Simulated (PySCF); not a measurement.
Sn(H)2(Br)(vinyl) (C2H5BrSn), SMILES C=[CH][SnH2][Br].

Geometry: r2SCAN-D4/def2-SVP. The structure was generated by enumeration; whether it is a known compound was not checked. The def2 effective core potentials stand for the cores of Sn; spin–orbit coupling is left out. The values are those of a single conformer.

Two levels are set side by side: PBE/def2-TZVP (PySCF) and ωB97X/def2-TZVP (PySCF). Same geometry, gas phase. Differences are taken from unrounded values.

```json
[
 {"quantity": "orbital gap (eV)", "ωB97X": "11.01"},
 {"quantity": "highest occupied level (eV)", "ωB97X": "-10.24"},
 {"quantity": "lowest empty level (eV)", "ωB97X": "0.77"},
 {"quantity": "dipole moment (D)", "ωB97X": "3.01"},
 {"quantity": "mean polarisability (bohr³)", "ωB97X": "82.9"}
]
```

Problem. What does PBE give, and how far is it from ωB97X? (An estimate is asked for; the answer gives what the named calculation found.)

Solution. 
```json
[
 {"quantity": "orbital gap (eV)", "PBE": "4.56", "PBE minus ωB97X": "-6.45"},
 {"quantity": "highest occupied level (eV)", "PBE": "-6.68", "PBE minus ωB97X": "3.56"},
 {"quantity": "lowest empty level (eV)", "PBE": "-2.12", "PBE minus ωB97X": "-2.89"},
 {"quantity": "dipole moment (D)", "PBE": "2.83", "PBE minus ωB97X": "-0.18"},
 {"quantity": "mean polarisability (bohr³)", "PBE": "86.7", "PBE minus ωB97X": "3.8"}
]
```

PBE's occupied levels lie high since its potential decays too fast outside the molecule; exact exchange lowers them and widens the gap. PBE's more diffuse valence density responds more strongly to a field. Differences between two approximate levels are no errors against the true value.

Rough cost on one machine, each run with all the roots and properties that it gave: ωB97X against PBE within a factor of 2.
